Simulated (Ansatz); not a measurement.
Gas-phase electronic energies from Ansatz, PBE0-D4/def2-TZVP geometries. CCSD(T)/CBS adds triple-zeta CCSD(T) − MP2 to the extrapolated MP2 energy (def2 sets, frozen cores). This one scheme is used for every species. DFT in def2-TZVPP. B3LYP here is the variant with VWN-RPA as its local correlation; programs differ in this. One conformer a species, not always the lowest.

`C=C=C(O)[SiH2]O` + H–F → `C=C=C(O)F` + silanol  (substitution at a C–Si bond)

`C=C=C(O)[SiH2]O`:

```xyz
12

C    -2.295    0.393   -0.864
C    -1.068    0.013   -0.651
C     0.166   -0.328   -0.390
O     0.852   -1.347   -1.012
Si    1.165    0.603    0.891
O     1.719   -0.401    2.070
H    -2.534    1.160   -1.596
H    -3.127   -0.043   -0.317
H     0.274   -1.767   -1.659
H     2.299    1.264    0.190
H     0.284    1.594    1.544
H     2.266   -1.138    1.794
```

H–F:

Cartesian coordinates in Å:
```
F -0.090 -0.395 -0.218
H 0.090 0.395 0.218
```

`C=C=C(O)F`:

```xyz
8

C    -0.470   -1.023    1.091
C    -0.115   -0.322    0.054
C     0.244    0.401   -0.969
O     0.678    1.672   -0.981
F     0.226   -0.060   -2.210
H    -1.498   -1.039    1.449
H     0.244   -1.631    1.644
H     0.690    2.001   -0.077
```

`O[SiH3]`:

Cartesian coordinates in Å:
```
O 0.081 0.183 1.266
Si -0.171 -0.129 -0.332
H 0.886 0.642 1.510
H -0.230 1.125 -1.134
H -1.470 -0.835 -0.408
H 0.905 -0.986 -0.902
```

```json
{"level": "r2SCAN-D4", "ΔE (kJ/mol)": "78.0"}
{"level": "PBE0-D4", "ΔE (kJ/mol)": "82.8"}
{"level": "B3LYP-D4", "ΔE (kJ/mol)": "81.8"}
{"level": "ωB97X-V", "ΔE (kJ/mol)": "75.6"}
{"level": "ωB97M-V", "ΔE (kJ/mol)": "80.8"}
{"level": "PBE0", "ΔE (kJ/mol)": "76.5"}
{"level": "SCS-MP2/def2-TZVPP", "ΔE (kJ/mol)": "90.1"}
{"level": "MP2/CBS(def2)", "ΔE (kJ/mol)": "108.4"}
```

(1) What does CCSD(T)/CBS give? (Best estimate.)

Largest T1 diagnostic among the species: 0.013.

## Answers

(1) Ansatz gave: +96.5 kJ/mol. The listed levels differ from it by -18.5, -13.7, -14.7, -20.9, -15.7, -20.0, -6.4, 11.9 kJ/mol.

In def2-TZVPP, CCSD(T) changes the Hartree–Fock value by +23.8 kJ/mol (the triples alone add +2.7 kJ/mol) and MP2 by +35.8 kJ/mol. The D4 term adds +11.0 kJ/mol with B3LYP and +6.3 kJ/mol with PBE0; it sums over pairs of atoms, weighted by their polarisabilities, and B3LYP, whose exchange is more repulsive, gets the larger term.
